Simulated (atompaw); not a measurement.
## Pt (Z = 78): one change to a PAW (atompaw) potential, before and after

| Property | Result |
| --- | --- |
| Element | platinum |
| Generator | atompaw 4.2.0.5 |
| Type | PAW |
| Functional | PBE |
| Relativity | scalar-relativistic |
| Frozen core | [Xe] 4f14 |
| Valence charge | 10 |
| Reference configuration | 5d9 6s0 6p0 (charge +1) |
| Partial waves | 6s (bound, empty): rc 2.00 bohr; 6s channel at 0.5 Ry: rc 2.00 bohr; 6p (bound, empty): rc 2.50 bohr; 6p channel at 0.55 Ry: rc 2.50 bohr; 5d (bound): rc 2.50 bohr; 5d channel at 1.55 Ry: rc 2.50 bohr |
| Local potential | troulliermartins scheme with l = 3 at -0.5 Ry, radius 2.20 bohr |
| Core correction | smooth core density matched at 1.60 bohr |
| Augmentation charge | sinc compensation charge, radius 2.25 bohr; PAW radius 2.50 bohr; waves and projectors: custom polynom gramschmidtortho |

All-electron outer shells of the reference configuration (PBE, scalar-relativistic, ld1.x):

```csv
shell,level (eV),outermost node (bohr),outermost maximum (bohr)
5p,-64.30,0.53,0.98
5d,-14.30,0.57,1.26
6s,-12.88,1.14,2.30
6p,-6.66,1.35,3.10
```

Change: wave 6s (bound): rc 2.00 bohr becomes 6s (bound): rc 2.32 bohr.

Cutoffs: the cutoffs (Ry, on a coarse ladder) from which the occupation-weighted sum of valence levels, in a spherical-Bessel basis at the reference potential, stays within 10 and 1 mRy of its value at 400 Ry; they do not see the model core or the augmentation charge, which bear on the density cutoff.

Q: What does the change do?

A: The potential gets neither clearly harder nor softer (21 Ry and 30 Ry → 21 Ry and 30 Ry); both files keep a bound ghost (p, s).

| quantity | base | changed |
| --- | --- | --- |
| cutoff, loose | 21 Ry | 21 Ry |
| cutoff, tight | 30 Ry | 30 Ry |
| bound ghosts | s, p | p, s |
| s: phases at 2.50 bohr within 0.05 rad from the reference energy up to (Ry; the scan ends near 5) | to the end of the scan | n/a |
| p: phases at 2.50 bohr within 0.05 rad from the reference energy up to (Ry; the scan ends near 5) | to the end of the scan | to the end of the scan |
| d: phases at 2.50 bohr within 0.05 rad from the reference energy up to (Ry; the scan ends near 5) | to the end of the scan | to the end of the scan |
| lowest overlap eigenvalue by channel | s 0.37, p 0.47, d 0.88 | s 0.01, p 0.47, d 0.88 |

 A true bound ghost makes a file unfit for plane-wave use even where its test errors are small: the radial tests pick states by their node count and pass the ghost by. The cutoffs see the waves, projectors and local potential, not the compensation charge or the core.
